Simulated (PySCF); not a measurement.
C6H12F (doublet state).
SMILES with atom numbers: `[CH2:1][CH2:2][C@H:3]([CH3:4])[CH2:5][CH2:6][F:7]` (hydrogens: H8, H9 on C1; H10, H11 on C2; H12 on C3; H13, H14, H15 on C4; H16, H17 on C5; H18, H19 on C6)

Cartesian coordinates in Å at the GFN2-xTB level; atoms count from 1:
```
atom  x, y, z in Å
C1    -0.9666    1.4004    1.2020
C2    -0.7206    1.1850   -0.2300
C3    -0.3084   -0.2729   -0.5980
C4    -1.4804   -1.2245   -0.3811
C5     0.9056   -0.7516    0.2049
C6     2.1801    0.0251   -0.0900
F7     2.5229   -0.0906   -1.4179
H8    -1.9389    1.2392    1.6243
H9    -0.1657    1.6633    1.8662
H10   -1.6257    1.4051   -0.8021
H11    0.0734    1.8500   -0.5792
H12   -0.0423   -0.2779   -1.6601
H13   -2.3469   -0.9024   -0.9535
H14   -1.2172   -2.2305   -0.7008
H15   -1.7528   -1.2573    0.6713
H16    1.0849   -1.8031   -0.0308
H17    0.6964   -0.6708    1.2730
H18    2.0678    1.0941    0.1106
H19    3.0246   -0.3713    0.4837
```

The hyperfine couplings belong to this conformer and change with its torsions.

Computed with UKS B3LYP, pcH-1 on C F H, non-relativistic, mean-field spin-orbit, GIAO (PySCF 2.14.0). The structure is a single GFN2-xTB conformer in the gas phase; no vibrational or solvent corrections. Couplings are sensitive to structure, and on GFN2-xTB geometries they can be far from those on DFT ones. Stability of the SCF solution: not tested.

Mulliken spin populations: C1 +1.073, C2 -0.089, C3 +0.062, C4 +0.002, C5 +0.004, C6 +0.001, F7 +0.001, H8 -0.046, H9 -0.046, H10 +0.015, H11 +0.017, H12 +0.002, H13 +0.001, H14 -0.001, H15 +0.002, H16 -0.001, H17 +0.003, H18 0.000, H19 0.000.

What dipolar couplings does the calculation give for H10, H11, H12, H13, H14, H15, H16, H17, H18, H19?

```json
{"atom": "H10", "position": "β, 2 bonds from C1", "distance from C1 (Å)": "2.11", "T1 (MHz)": "-4.73", "T2": "-4.44", "T3": "9.17"}
{"atom": "H11", "position": "β, 2 bonds from C1", "distance from C1 (Å)": "2.11", "T1 (MHz)": "-4.68", "T2": "-4.52", "T3": "9.20"}
{"atom": "H12", "position": "γ, 3 bonds from C1", "distance from C1 (Å)": "3.44", "T1 (MHz)": "-4.25", "T2": "-2.06", "T3": "6.31"}
{"atom": "H13", "position": "4 bonds from C1", "distance from C1 (Å)": "3.44", "T1 (MHz)": "-1.82", "T2": "-1.55", "T3": "3.36"}
{"atom": "H14", "position": "4 bonds from C1", "distance from C1 (Å)": "4.11", "T1 (MHz)": "-1.63", "T2": "-0.90", "T3": "2.53"}
{"atom": "H15", "position": "4 bonds from C1", "distance from C1 (Å)": "2.82", "T1 (MHz)": "-4.28", "T2": "-2.82", "T3": "7.10"}
{"atom": "H16", "position": "4 bonds from C1", "distance from C1 (Å)": "4.00", "T1 (MHz)": "-1.86", "T2": "-1.00", "T3": "2.86"}
{"atom": "H17", "position": "4 bonds from C1", "distance from C1 (Å)": "2.66", "T1 (MHz)": "-5.64", "T2": "-3.21", "T3": "8.84"}
{"atom": "H18", "position": "5 bonds from C1", "distance from C1 (Å)": "3.24", "T1 (MHz)": "-2.02", "T2": "-1.72", "T3": "3.74"}
{"atom": "H19", "position": "5 bonds from C1", "distance from C1 (Å)": "4.43", "T1 (MHz)": "-0.94", "T2": "-0.83", "T3": "1.77"}
```

Estimate them with point dipoles: put each population ρk at its nucleus, leave out the nucleus itself and the atom bound to it, and sum T = Σ [ρk/(2S)]·C·(3 n nᵀ − 1)/r³ with C = μ0 gₑ μB g_N μN/(4π h) = 79.06 MHz Å³.

```
atom  T1 (MHz)     T2     T3  T3, computed  difference in T3 (%)
 H10     -9.02  -7.95  16.97          9.17                   +85
 H11     -9.04  -7.93  16.97          9.20                   +84
 H12     -1.48  -1.38   2.86          6.31                   -55
 H13     -2.18  -1.57   3.76          3.36                   +12
 H14     -1.54  -1.23   2.77          2.53                   +10
 H15     -3.75  -2.91   6.65          7.10                    -6
 H16     -1.65  -1.27   2.92          2.86                    +2
 H17     -4.46  -3.55   8.01          8.84                    -9
 H18     -2.34  -2.05   4.38          3.74                   +17
 H19     -0.98  -0.88   1.86          1.77                    +5
```

If all the spin sat on C1, T∥ = 2C/r³. What distance does the computed T3 of H13 then imply?

r = (2 × 79.06/3.36)^(1/3) = 3.61 Å, against 3.44 Å in the structure.
